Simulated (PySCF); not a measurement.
**C₆ coefficients of unlike pairs at PBE**

Calculated with PySCF 2.14 from the dipole response of each species, C₆(A,B) = (3/π) ∫ α_A(iu) α_B(iu) du, in atomic units, from isotropic polarisabilities. For ions this is the dispersion term alone; charge-induced terms of lower order in 1/R come first.

| species | configuration | basis | relativity | α (bohr³) | C₆ (like pair) |
| --- | --- | --- | --- | --- | --- |
| F | [He] 2s2 2p5 (2P) | dyall-av3z (15s9p3d2f) | spin-free X2C | 3.708 | 10.06 |
| Al²⁺ | [Ne] 3s1 (2S) | aug-cc-pV(T+d)Z (6s5p4d2f) | none | 13.54 | 36.20 |
| C | [He] 2s2 2p2 (3P) | dyall-av3z (15s9p3d2f) | spin-free X2C | 13.32 | 54.27 |
| O | [He] 2s2 2p4 (3P) | aug-cc-pVQZ-DK (6s5p4d3f2g) | spin-free X2C | 5.772 | 17.68 |

Task: Estimate C₆ for C with Al²⁺.

Result: The integral gives 43.21. The combination rule 2 C_A C_B / (C_A α_B/α_A + C_B α_A/α_B) gives 43.28 and the geometric mean 44.32.

No spin-orbit coupling is included.

The other pairs:

```csv
pair,C₆
"O, Al²⁺",22.65
"Al²⁺, F",15.88
"O, F",13.19
"C, F",21.51
"O, C",29.93
```
